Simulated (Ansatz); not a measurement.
Reaction (redistribution): `OC[SiH2]O[SiH3]` + `[F][Al]([SiH3])[SH]` → `OC[SiH2][SiH3]` + `[F][Al]([SH])[O][SiH3]`

Isolated molecules relaxed with PBE0-D4/def2-TZVP in Ansatz; ΔE leaves out vibrations. CCSD(T)/CBS is the MP2 limit (def2-TZVPP, def2-QZVPP) plus CCSD(T) − MP2 in def2-TZVPP, frozen cores. DFT in def2-TZVPP. B3LYP here is the variant with VWN-RPA as its local correlation; programs differ in this. Each species was taken in one conformer, which may not be the lowest.

| level | ΔE (kJ/mol) | difference from CCSD(T)/CBS |
| --- | --- | --- |
| PBE-D4 | -34.9 | -1.8 |
| r2SCAN-D4 | -37.7 | -4.6 |
| PBE0-D4 | -33.4 | -0.3 |
| B3LYP-D4 | -32.4 | 0.7 |
| ωB97X-V | -30.8 | 2.3 |
| ωB97M-V | -31.1 | 2.0 |
| B2PLYP | -35.3 | -2.2 |
| PBE | -36.9 | -3.8 |
| r2SCAN | -38.2 | -5.1 |
| PBE0 | -35.2 | -2.1 |
| B3LYP | -35.6 | -2.5 |
| HF/def2-TZVPP | -28.8 | 4.3 |
| MP2/def2-TZVPP | -35.5 | -2.4 |
| SCS-MP2/def2-TZVPP | -34.0 | -0.9 |
| CCSD/def2-TZVPP | -33.7 | -0.6 |
| CCSD(T)/def2-TZVPP | -34.2 | -1.1 |
| HF/def2-QZVPP | -29.2 | 3.9 |
| MP2/def2-QZVPP | -35.0 | -1.9 |
| SCS-MP2/def2-QZVPP | -33.7 | -0.6 |
| HF/CBS(def2) | -29.2 | 3.9 |
| MP2/CBS(def2) | -34.4 | -1.3 |
| CCSD/CBS(def2) | -32.6 | 0.5 |
| CCSD(T)/CBS | -33.1 | 0 |

Largest T1 diagnostic among the species: 0.013.

In def2-TZVPP, CCSD(T) changes the Hartree–Fock value by −5.3 kJ/mol (the triples alone add −0.5 kJ/mol) and MP2 by −6.6 kJ/mol. The D4 term adds +3.1 kJ/mol with B3LYP and +1.8 kJ/mol with PBE0; it sums over pairs of atoms, weighted by their polarisabilities, and B3LYP, whose exchange is more repulsive, gets the larger term.
